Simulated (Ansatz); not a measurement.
Stepwise reaction of `CC(C)[Si]C(C)C` with hydrogen chloride, as a gas-phase model of exchange steps in deposition or etching. ΔE in kJ/mol.

Gas-phase electronic energies from Ansatz, PBE0-D4/def2-TZVP geometries. CCSD(T)/CBS adds triple-zeta CCSD(T) − MP2 to the extrapolated MP2 energy (def2 sets, frozen cores). This one scheme is used for every species. Functionals use def2-TZVPP. B3LYP here is the variant with VWN-RPA as its local correlation; programs differ in this. Each species was taken in one conformer, which may not be the lowest.

| step | reaction | PBE-D4 | B3LYP-D4 | ωB97M-V | CCSD(T)/CBS |
| --- | --- | --- | --- | --- | --- |
| 2 | `CC(C)[Si]Cl` + HCl → `Cl[Si]Cl` + `CCC` | -149.9 | -152.7 | -151.5 | -145.7 |

(1) Give the row of step 1, `CC(C)[Si]C(C)C` + HCl → `CC(C)[Si]Cl` + `CCC`. (Estimate.)

(2) By hand: ΔE of the 2 steps together at CCSD(T)/CBS.

Results:

(1) The calculation gave: 
| step | reaction | PBE-D4 | B3LYP-D4 | ωB97M-V | CCSD(T)/CBS |
| --- | --- | --- | --- | --- | --- |
| 1 | `CC(C)[Si]C(C)C` + HCl → `CC(C)[Si]Cl` + `CCC` | -160.5 | -165.2 | -163.6 | -157.8 |

(2) (-157.8) + (-145.7) = -303.5 kJ/mol, or -151.8 kJ/mol a step.

In ΔE each step is higher than the one before. All are downhill at CCSD(T)/CBS. PBE-D4 differs from CCSD(T)/CBS by -4.2 to -2.7 kJ/mol a step. Isolated molecules leave out the surface, adducts and barriers. Largest T1 diagnostic: 0.013.
